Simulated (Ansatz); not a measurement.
C3H8Ge, SMILES `C=C[CH2][GeH3]`. Charge 0, multiplicity 1.

```xyz
12

C     2.017    0.438    0.132
C     0.845    0.208    0.712
C    -0.472    0.668    0.201
Ge   -1.500   -0.830   -0.565
H     2.095    1.025   -0.778
H     2.938    0.048    0.548
H     0.820   -0.389    1.622
H    -0.355    1.426   -0.577
H    -1.081    1.096    1.002
H    -1.617   -1.961    0.472
H    -0.775   -1.365   -1.811
H    -2.915   -0.363   -0.957
```

Question: List the harmonic frequencies (cm⁻¹, unscaled) at PBE0-D4/def2-TZVP in Ansatz. (An estimate is asked.)

Answer: The calculation gave: 86, 119, 211, 396, 491, 522, 557, 738, 822, 828, 883, 886, 935, 956, 1028, 1066, 1171, 1221, 1328, 1432, 1462, 1714, 2140, 2149, 2157, 3062, 3118, 3146, 3153, 3242.

Question: Is this a minimum?

Answer: Yes, all 30 modes are real.

Question: Give the ideal-gas thermochemistry at 298.15 K and 1 bar (rigid rotor, harmonic oscillator; point group C1, symmetry number 1).

Answer: Zero-point energy 245.4 kJ/mol; H(298) − E = 264.5 kJ/mol; entropy 332.8 J/(mol·K), of which translation 168.2, rotation 109.5, vibration 55.1; G(298) − E = 165.3 kJ/mol. Modes under 100 cm⁻¹ are hindered rotations or soft bends, so the harmonic entropy is rough.

Question: Rotational constants (cm⁻¹)?

Answer: 0.4893, 0.06605, 0.06358.
